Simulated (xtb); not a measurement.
xtb input (GFN1-xTB):

```bash
xtb mol.xyz --gfn 1 --sp --chrg 0 --uhf 0
```
mol.xyz:
```
4

B     -0.01632837     0.70064774    -0.02212668
Cl     1.51843406    -0.12274083     0.01539562
Cl    -1.51105255    -0.19399853    -0.00539289
H     -0.04384379     1.88133042    -0.05941303
```

Output:

```
           -------------------------------------------------
          |                Calculation Setup                |
           -------------------------------------------------

           -------------------------------------------------
          |                 G F N 1 - x T B                 |
           -------------------------------------------------

        Reference                      10.1021/acs.jctc.7b00118
      * Hamiltonian:
        H0-scaling (s, p, d)           1.850000    2.250000    2.000000
        zeta-weighting                 0.000000
      * Dispersion:
        s8                             2.400000
        a1                             0.630000
        a2                             5.000000
        s9                             0.000000
      * Repulsion:
        kExp                           1.500000
        rExp                           1.000000
      * Coulomb:
        alpha                          2.000000
        third order                    atomic
        anisotropic                    false
      * Halogen bond correction:
        rad-scale                      1.300000
        damping                        0.440000

          ...................................................
          :                      SETUP                      :
          :.................................................:
          :  # basis functions                  26          :
          :  # atomic orbitals                  24          :
          :  # shells                           10          :
          :  # electrons                        18          :
          :  # halogen bonds                     0          :
          :  max. iterations                   250          :
          :  Hamiltonian                  GFN1-xTB          :
          :  restarted?                      false          :
          :  GBSA solvation                  false          :
          :  PC potential                    false          :
          :  electronic temp.          300.0000000     K    :
          :  accuracy                    1.0000000          :
          :  -> integral cutoff          0.2500000E+02      :
          :  -> integral neglect         0.1000000E-07      :
          :  -> SCF convergence          0.1000000E-05 Eh   :
          :  -> wf. convergence          0.2000000E-04 e    :
          :  Broyden damping             0.4000000          :
          :  net charge                          0          :
          :  unpaired electrons                  0          :
          ...................................................

 iter      E             dE          RMSdq      gap      omega  full diag
   1    -10.5118457 -0.105118E+02  0.686E+00    5.77       0.0  T
   2    -10.5333825 -0.215368E-01  0.387E+00    5.14       1.0  T
   3    -10.5339585 -0.575995E-03  0.128E+00    4.72       1.0  T
   4    -10.5336733  0.285195E-03  0.801E-01    5.10       1.0  T
   5    -10.5336103  0.630040E-04  0.817E-01    5.11       1.0  T
   6    -10.5352317 -0.162136E-02  0.105E-02    4.90       4.8  T
   7    -10.5352316  0.963630E-07  0.103E-02    4.90       4.9  T
   8    -10.5352318 -0.207597E-06  0.286E-03    4.91      17.5  T
   9    -10.5352318 -0.202303E-07  0.112E-04    4.90     447.1  T
  10    -10.5352318 -0.283737E-10  0.691E-07    4.90   72379.2  T

   *** convergence criteria satisfied after 10 iterations ***

         #    Occupation            Energy/Eh            Energy/eV
      -------------------------------------------------------------
         1        2.0000           -0.9278531             -25.2482
       ...           ...                  ...                  ...
         3        2.0000           -0.6091879             -16.5768
         4        2.0000           -0.5357194             -14.5777
         5        2.0000           -0.5269496             -14.3390
         6        2.0000           -0.5129043             -13.9568
         7        2.0000           -0.4810980             -13.0913
         8        2.0000           -0.4719041             -12.8412
         9        2.0000           -0.4603170             -12.5259 (HOMO)
        10                         -0.2800716              -7.6211 (LUMO)
        11                         -0.1720406              -4.6815
        12                         -0.1128708              -3.0714
        13                         -0.0892329              -2.4282
        14                         -0.0618555              -1.6832
       ...                                ...                  ...
        24                          0.4558262              12.4037
      -------------------------------------------------------------
                  HL-Gap            0.1802455 Eh            4.9047 eV
             Fermi-level           -0.3701943 Eh          -10.0735 eV

 SCC (total)                   0 d,  0 h,  0 min,  0.007 sec
 SCC setup                      ...        0 min,  0.000 sec (  2.236%)
 Dispersion                     ...        0 min,  0.000 sec (  1.063%)
 classical contributions        ...        0 min,  0.000 sec (  0.546%)
 integral evaluation            ...        0 min,  0.002 sec ( 24.968%)
 iterations                     ...        0 min,  0.002 sec ( 34.546%)
 molecular gradient             ...        0 min,  0.002 sec ( 32.362%)
 printout                       ...        0 min,  0.000 sec (  3.982%)

         :::::::::::::::::::::::::::::::::::::::::::::::::::::
         ::                     SUMMARY                     ::
         :::::::::::::::::::::::::::::::::::::::::::::::::::::
         :: total energy             -10.495754866655 Eh    ::
         :: gradient norm              0.003679660899 Eh/a0 ::
         :: HOMO-LUMO gap              4.904729014855 eV    ::
         ::.................................................::
         :: SCC energy               -10.535231817220 Eh    ::
         :: -> electrostatic           0.007244702300 Eh    ::
         :: repulsion energy           0.040559852649 Eh    ::
         :: dispersion energy         -0.001082902084 Eh    ::
         :: halogen bond corr.         0.000000000000 Eh    ::
         :: add. restraining           0.000000000000 Eh    ::
         :: total charge              -0.000000000000 e     ::
         :::::::::::::::::::::::::::::::::::::::::::::::::::::

           -------------------------------------------------
          |                Property Printout                |
           -------------------------------------------------

    * Orbital Energies and Occupations

         #    Occupation            Energy/Eh            Energy/eV
      -------------------------------------------------------------
         1        2.0000           -0.9278531             -25.2482
         2        2.0000           -0.9260891             -25.2002
         3        2.0000           -0.6091879             -16.5768
         4        2.0000           -0.5357194             -14.5777
         5        2.0000           -0.5269496             -14.3390
         6        2.0000           -0.5129043             -13.9568
         7        2.0000           -0.4810980             -13.0913
         8        2.0000           -0.4719041             -12.8412
         9        2.0000           -0.4603170             -12.5259 (HOMO)
        10                         -0.2800716              -7.6211 (LUMO)
        11                         -0.1720406              -4.6815
        12                         -0.1128708              -3.0714
        13                         -0.0892329              -2.4282
        14                         -0.0618555              -1.6832
        15                         -0.0577731              -1.5721
        16                         -0.0564768              -1.5368
Note: The following floating-point exceptions are signalling: IEEE_DENORMAL
normal termination of xtb
        17                         -0.0560818              -1.5261
        18                         -0.0557075              -1.5159
        19                         -0.0538561              -1.4655
        20                         -0.0484693              -1.3189
       ...                                ...                  ...
        24                          0.4558262              12.4037
      -------------------------------------------------------------
                  HL-Gap            0.1802455 Eh            4.9047 eV
             Fermi-level           -0.3701943 Eh          -10.0735 eV

  Mulliken/CM5 charges         n(s)   n(p)   n(d)
     1B     0.36566  0.11338   0.972  1.662  0.000
     2Cl   -0.14773 -0.07550   1.926  5.235 -0.013
     3Cl   -0.14773 -0.07550   1.926  5.235 -0.013
     4H    -0.07019  0.03763   1.070  0.000  0.000

Wiberg/Mayer (AO) data.
largest (>0.10) Wiberg bond orders for each atom

 ---------------------------------------------------------------------------
     #   Z sym  total        # sym  WBO       # sym  WBO       # sym  WBO
 ---------------------------------------------------------------------------
     1   5 B    3.290 --     3 Cl   1.166     2 Cl   1.166     4 H    0.958
     2  17 Cl   1.247 --     1 B    1.166
     3  17 Cl   1.247 --     1 B    1.166
     4   1 H    1.004 --     1 B    0.958
 ---------------------------------------------------------------------------

Topologies differ in total number of bonds
Writing topology from bond orders to xtbtopo.mol

 dipole moment from electron density (au)
     X       Y       Z
  -0.0083   0.3541  -0.0112  total (Debye):    0.901

           -------------------------------------------------
          | TOTAL ENERGY              -10.495754866655 Eh   |
          | GRADIENT NORM               0.003679660899 Eh/α |
          | HOMO-LUMO GAP               4.904729014855 eV   |
           -------------------------------------------------

------------------------------------------------------------------------
------------------------------------------------------------------------
 total:
 SCF:
```
